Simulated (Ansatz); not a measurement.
Au₁₀O₅. The state is a singlet with charge 0. Geometry PBE-D4/def2-SVP.

```xyz
15

Au   -2.3131    2.1447    4.0909
Au    0.5386    2.3533   -0.8596
Au    1.1465   -1.9809   -4.2147
Au    1.8274   -1.8714   -1.0142
Au    2.2556    0.5512   -2.5531
Au    3.5838    3.2985   -1.4266
Au   -2.5387   -0.1833    1.8711
Au   -1.3607    2.7392    0.7694
Au   -0.6107   -2.2364    1.1336
Au   -3.0687   -3.1226    3.1771
O     1.2765   -2.4132    0.7623
O     1.9862    2.5448   -2.4234
O    -2.6741    1.7931    2.1254
O    -2.6244   -2.1712    1.4372
O     2.5758   -1.4457   -2.8754
```

In the def2 sets Au takes a core potential; there is no spin–orbit coupling. Single mean-field runs in def2-TZVP are fitted with def2-universal-jkfit. The restricted singlet is unstable towards broken spin symmetry at other levels; at PBE-D4/def2-SVP, revPBE-D4/def2-TZVP, r2SCAN-D4/def2-TZVP, PBE0-D4/def2-SVP this wasn't settled. At PBE-D4/def2-TZVP the restricted singlet is unstable: a solution with broken spin symmetry lies lower. Another isomer (singlet) lies 0.53 eV lower at PBE0-D4/def2-TZVP; other spin states weren't run for this one.

(1) Estimate the orbital energies around the gap (eV) in Ansatz with PBE-D4/def2-SVP, PBE-D4/def2-TZVP, revPBE-D4/def2-TZVP, r2SCAN-D4/def2-TZVP, PBE0-D4/def2-SVP.

## Answers

(1) 
```tsv
orbital	PBE-D4/def2-SVP	PBE-D4/def2-TZVP	revPBE-D4/def2-TZVP	r2SCAN-D4/def2-TZVP	PBE0-D4/def2-SVP
HOMO−13	-7.01	-7.01	-6.90	-7.19	-8.17
HOMO−12	-6.96	-6.95	-6.84	-7.15	-8.14
HOMO−11	-6.88	-6.87	-6.76	-7.05	-7.98
HOMO−10	-6.80	-6.80	-6.68	-6.94	-7.78
HOMO−9	-6.67	-6.66	-6.54	-6.79	-7.61
HOMO−8	-6.47	-6.48	-6.36	-6.61	-7.42
HOMO−7	-6.45	-6.43	-6.31	-6.56	-7.34
HOMO−6	-6.33	-6.31	-6.19	-6.43	-7.17
HOMO−5	-6.25	-6.23	-6.11	-6.36	-7.12
HOMO−4	-6.15	-6.14	-6.01	-6.24	-6.97
HOMO−3	-6.07	-6.05	-5.94	-6.18	-6.88
HOMO−2	-5.95	-5.96	-5.83	-6.03	-6.63
HOMO−1	-5.86	-5.86	-5.74	-5.94	-6.52
HOMO	-5.54	-5.56	-5.43	-5.56	-5.81
LUMO	-5.18	-5.18	-5.05	-5.18	-4.75
LUMO+1	-4.79	-4.84	-4.70	-4.67	-3.86
LUMO+2	-4.70	-4.75	-4.61	-4.54	-3.70
LUMO+3	-4.65	-4.69	-4.55	-4.52	-3.60
LUMO+4	-4.52	-4.56	-4.42	-4.40	-3.55
LUMO+5	-2.18	-2.23	-2.08	-1.97	-1.01
```
